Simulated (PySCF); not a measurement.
**Correlation energy of Mo⁺ (molybdenum, charge +1)**

[Kr] 4d5, high-spin 6S determinant. Calculation: PySCF 2.14, in aug-cc-pVTZ-PP with ECP28MDF (6s6p5d3f2g, 88 functions); a scalar-relativistic core potential. Frozen: 4s2 4p6; 5 electrons correlated.

```json
{"level": "CCSD", "correlation energy (mhartree)": "-66.22"}
{"level": "(T)", "correlation energy (mhartree)": "-1.21"}
{"level": "CCSD(T)", "correlation energy (mhartree)": "-67.43"}
```

Diagnostics: T1 = 0.0025, D1 = 0.0035, largest double amplitude 0.022.

Cost of the coupled-cluster step: of the order of 12 core-seconds, for 5 correlated electrons.
